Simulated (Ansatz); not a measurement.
Reaction: BNH5 (SMILES [BH2-][NH3+], doublet) → BNH5 (SMILES [BH3-][NH2+], doublet)
Each species at its own B3LYP-D3(BJ)/def2-TZVP minimum (Ansatz, a program for electronic structure).

Total energies in hartree (Ansatz). Open shells are spin-unrestricted; no spin-orbit coupling. Cores are frozen in correlated methods. No relativity. The UHF reference of H5BN ([BH3-][NH2+], doublet) is spin-contaminated (<S^2> up to 0.04 over the pure value in the sets run).

```tsv
species	HF/cc-pVTZ	CCSD(T)/cc-pVTZ	HF/cc-pVQZ	CCSD(T)/cc-pVQZ	CCSDT(Q)/cc-pVTZ
1: BNH5 (SMILES [BH2-][NH3+], doublet)	-82.01688	-82.39352	-82.02290	-82.41864	-82.39453
2: BNH5 (SMILES [BH3-][NH2+], doublet)	-82.00894	-82.39646	-82.01510	-82.42223	-82.39802
```

### Question
Work out the isomerisation energy (electronic) in kcal/mol: take Hartree-Fock from cc-pVQZ, extrapolate the CCSD(T) correlation energy as X^-3 (X = 3, 4), and add CCSDT(Q) - CCSD(T) in cc-pVTZ. 1 hartree = 627.51 kcal/mol.

### Answer

Species 1: correlation (64·(-0.39574) - 27·(-0.37664))/37 = -0.40968; step -0.00101; E1 = -82.02290 + (-0.40968) + (-0.00101) = -82.43359
Species 2: correlation (64·(-0.40713) - 27·(-0.38752))/37 = -0.42144; step -0.00156; E2 = -82.01510 + (-0.42144) + (-0.00156) = -82.43810
-1·E1 +1·E2 = -0.00451 hartree = -2.8 kcal/mol.
